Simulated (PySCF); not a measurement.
C₈H₇Cl₂F.
SMILES with atom numbers: `[CH3:1][C:2]1=[C:3]([CH:4]([Cl:5])[Cl:6])[C@@H:7]2[CH:8]=[C:9]([F:10])[C@H:11]12` (hydrogens: H12, H13, H14 on C1; H15 on C4; H16 on C7; H17 on C8; H18 on C11)

Structure optimised with GFN2-xTB, isolated species.

Problem. List the bond lengths, angles and torsions at this level.

Solution. 
```json
{"bond": "C1–C2", "length (Å)": "1.476"}
{"bond": "C2=C3", "length (Å)": "1.340"}
{"bond": "C3–C4", "length (Å)": "1.469"}
{"bond": "C4–Cl5", "length (Å)": "1.792"}
{"bond": "C4–Cl6", "length (Å)": "1.790"}
{"bond": "C3–C7", "length (Å)": "1.519"}
{"bond": "C7–C8", "length (Å)": "1.516"}
{"bond": "C8=C9", "length (Å)": "1.327"}
{"bond": "C9–F10", "length (Å)": "1.334"}
{"bond": "C9–C11", "length (Å)": "1.504"}
{"bond": "C2–C11", "length (Å)": "1.521"}
{"bond": "C7–C11", "length (Å)": "1.560"}
{"bond": "C1–H12, C1–H13, C1–H14", "length (Å)": "1.089"}
{"bond": "C4–H15", "length (Å)": "1.091"}
{"bond": "C7–H16", "length (Å)": "1.082"}
{"bond": "C8–H17", "length (Å)": "1.071"}
{"bond": "C11–H18", "length (Å)": "1.083"}
```

Bonds in one row agree within 0.01 Å and their mean is given. A selection of angles:
```json
{"angle": "C1–C2–C3", "degrees": "136.8"}
{"angle": "C1–C2–C11", "degrees": "129.4"}
{"angle": "C3–C2–C11", "degrees": "93.7"}
{"angle": "C2–C3–C4", "degrees": "135.5"}
{"angle": "C2–C3–C7", "degrees": "94.6"}
{"angle": "C4–C3–C7", "degrees": "129.8"}
{"angle": "C3–C4–Cl5", "degrees": "109.9"}
{"angle": "C3–C4–Cl6", "degrees": "110.7"}
{"angle": "Cl5–C4–Cl6", "degrees": "108.6"}
{"angle": "C3–C7–C8", "degrees": "113.8"}
{"angle": "C3–C7–C11", "degrees": "85.5"}
{"angle": "C8–C7–C11", "degrees": "87.0"}
{"angle": "C7–C8–C9", "degrees": "92.2"}
{"angle": "C8–C9–F10", "degrees": "134.8"}
{"angle": "C8–C9–C11", "degrees": "96.7"}
{"angle": "F10–C9–C11", "degrees": "128.5"}
{"angle": "C2–C11–C9", "degrees": "113.4"}
{"angle": "C2–C11–C7", "degrees": "86.2"}
{"angle": "C7–C11–C9", "degrees": "84.1"}
```

Dihedral angles: C1–C2–C3–C4 -2° (synperiplanar); C2–C3–C4–Cl5 -115° (anticlinal); C2–C3–C7–C8 85° (synclinal); C3–C7–C8–C9 -84° (synclinal); C7–C8–C9–F10 177° (antiperiplanar); C8–C9–C11–C2 83° (synclinal); C1–C2–C11–C9 96° (anticlinal); C3–C7–C11–C9 114° (anticlinal).

Of the pairs four or more bonds apart, Cl5···C8 is among the closest relative to their van der Waals radii: 3.54 Å, 103 % of the sum of Bondi's values. The 4-membered ring C2–C3–C7–C11 has internal angles of 85.5° to 94.6° (sum 360°, against 360° for a flat polygon); it is planar, 0.00 Å rms from its mean plane, widest ring torsion 0°. The C–C distances run from 1.327 Å (C8=C9, drawn double) to 1.560 Å (C7–C11, drawn single), a spread of 0.233 Å. The 4-membered ring C7–C8–C9–C11 has internal angles of 84.1° to 96.7°; it is planar, 0.00 Å rms from its mean plane, widest ring torsion 0°.

Point group: C1 (no symmetry element, even within 0.4 Å). No GFN2-xTB frequencies stand behind this structure, so it isn't proved a minimum. One conformer, not necessarily the lowest.

The numbers are calculated, not measured.
